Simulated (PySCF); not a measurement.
r2SCAN on Si (silicon, neutral), [Ne] 3s2 3p1 3d1, one real determinant (an excited configuration). All numbers are calculated (PySCF 2.14, scalar relativity by spin-free X2C-1e, in aug-cc-pVTZ-DK).

```
cycle= 1 E= -289.710011426956  delta_E= -0.00518  |g|= 0.0174  |ddm|=  0.2
cycle= 2 E= -289.710163461771  delta_E= -0.000152  |g|= 0.0048  |ddm|= 0.065
cycle= 3 E= -289.71017117966  delta_E= -7.72e-06  |g|= 0.000943  |ddm|= 0.00687
cycle= 4 E= -289.710171897545  delta_E= -7.18e-07  |g|= 0.000153  |ddm|= 0.0033
cycle= 5 E= -289.710171911216  delta_E= -1.37e-08  |g|= 1.26e-05  |ddm|= 0.000368
cycle= 6 E= -289.710171911628  delta_E= -4.11e-10  |g|= 1.45e-06  |ddm|= 0.000153
converged SCF energy = -289.710171911628  <S^2> = 2.0068369  2S+1 = 3.0045544
```

Highest occupied orbital energy: 0.015 eV; ⟨L²⟩ = 8.02; populations by l: s 6.00, p 7.00, d 1.00, f 0.00.

Can this result be used?

Not for this state. The run converged. ⟨L²⟩ = 8.02 against 12 for a pure F term, so this real determinant mixes terms. The outer electron is Rydberg-like, and this basis confines it to a smaller radius and binds it less than a complete one would. At r2SCAN the highest occupied level has a positive energy, so only the finite basis holds that electron; for this excited configuration the basis is too tight for the outer shell.
